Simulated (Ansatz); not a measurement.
Start from `[CH3][In]([Cl])[I]` and change one atom or group to get `[CH3][InH][Cl]`.

Ansatz, PBE0-D4/def2-TZVP geometries, multiplicity 1. 

Elements past krypton have def2 core potentials.  Spin–orbit coupling is left out; it splits and shifts lone-pair levels of the heavy atoms by tenths of an eV.

| property | `[CH3][In]([Cl])[I]` |
| --- | --- |
| LUMO energy (PBE0/def2-TZVPP) / eV | -1.79 |
| LUMO energy (PBE/def2-TZVPP) / eV | -2.61 |
| HOMO energy (ωB97M-V/def2-TZVPP) / eV | -9.76 |
| HOMO–LUMO gap (PBE0/def2-TZVPP) / eV | 5.86 |
| size of the dipole moment (ωB97M-V/def2-TZVPP) / D | 3.21 |
| size of the dipole moment (PBE/def2-TZVPP) / D | 3.15 |

(1) Give the same properties after the change, and the shifts. (Estimate.)

## Answers

(1) The calculation gave: 
```
                                          property  `[CH3][InH][Cl]`  shift
                LUMO energy (PBE0/def2-TZVPP) / eV             -1.59   0.20
                 LUMO energy (PBE/def2-TZVPP) / eV             -2.31   0.30
             HOMO energy (ωB97M-V/def2-TZVPP) / eV            -10.06  -0.30
              HOMO–LUMO gap (PBE0/def2-TZVPP) / eV              6.28   0.42
size of the dipole moment (ωB97M-V/def2-TZVPP) / D              3.40   0.19
    size of the dipole moment (PBE/def2-TZVPP) / D              3.27   0.12
```

With PBE0 the HOMO falls by 0.22 eV and the LUMO rises by 0.20 eV, so the gap widens by about 0.42 eV. PBE moves the HOMO by -0.09 eV and ωB97M-V by -0.30 eV. Dipoles are sizes alone; their direction can turn.
